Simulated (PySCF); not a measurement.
C2H9NOSi2, SMILES C[SiH2]/N=C\[SiH2]O.

Geometry: PBE-D3(BJ)/def2-SVP. The structure was generated by enumeration; whether it is a known compound was not checked. Other conformers were not sampled.

Method: PBE-D3(BJ)/def2-SVP (PySCF 2.14.0).

Frequencies are harmonic and unscaled.

| mode | ν (cm⁻¹) | IR (km/mol) | moving atoms (share of kinetic energy) |
|---|---|---|---|
| 1 | 54 | 1.6 | H 30 %, C 30 %, Si 17 %, O 13 %, N 9 % |
| 2 | 74 | 4.0 | O 35 %, H 24 %, C 22 %, Si 16 % |
| 3 | 146 | 4.9 | O 54 %, Si 16 %, H 11 %, C 11 % |
| 4 | 156 | 1.4 | C 41 %, H 31 %, Si 21 % |
| 5 | 176 | 1.7 | H 92 % |
| 6 | 222 | 1.9 | Si 45 %, H 25 %, N 17 % |
| 7 | 321 | 44.9 | N 43 %, H 38 %, C 12 % |
| 8 | 355 | 134.9 | H 87 % |
| 9 | 442 | 54.2 | N 32 %, Si 29 %, H 18 %, C 14 % |
| 10 | 513 | 8.4 | H 80 %, Si 11 % |
| 11 | 520 | 5.0 | H 85 %, Si 8 % |
| 12 | 590 | 14.5 | C 53 %, H 30 %, Si 11 % |
| 13 | 640 | 27.4 | C 32 %, H 32 %, N 20 %, Si 16 % |
| 14 | 680 | 16.6 | H 90 % |
| 15 | 684 | 49.9 | H 65 %, N 17 %, C 9 %, Si 9 % |
| 16 | 714 | 59.3 | H 32 %, Si 31 %, C 29 % |
| 17 | 746 | 27.2 | H 65 %, C 15 %, Si 13 % |
| 18 | 809 | 29.6 | O 52 %, H 31 %, Si 15 % |
| 19 | 842 | 11.7 | H 76 %, C 15 %, Si 8 % |
| 20 | 849 | 43.4 | H 71 %, C 23 % |
| 21 | 862 | 188.5 | H 79 %, C 12 %, Si 8 % |
| 22 | 893 | 27.8 | H 87 % |
| 23 | 910 | 350.8 | H 78 %, Si 13 % |
| 24 | 925 | 50.3 | H 68 %, Si 21 %, O 9 % |
| 25 | 979 | 109.1 | H 95 % |
| 26 | 1208 | 19.7 | H 79 %, C 21 % |
| 27 | 1311 | 2.4 | H 83 %, C 10 % |
| 28 | 1377 | 3.8 | H 96 % |
| 29 | 1391 | 1.7 | H 96 % |
| 30 | 1671 | 109.3 | C 50 %, N 49 % |
| 31 | 2022 | 198.2 | H 97 % |
| 32 | 2129 | 127.5 | H 97 % |
| 33 | 2183 | 169.1 | H 97 % |
| 34 | 2187 | 66.8 | H 97 % |
| 35 | 2844 | 98.9 | H 92 % |
| 36 | 2980 | 2.0 | H 97 % |
| 37 | 3086 | 1.3 | H 91 %, C 9 % |
| 38 | 3090 | 0.5 | H 91 %, C 9 % |
| 39 | 3671 | 109.5 | H 94 % |
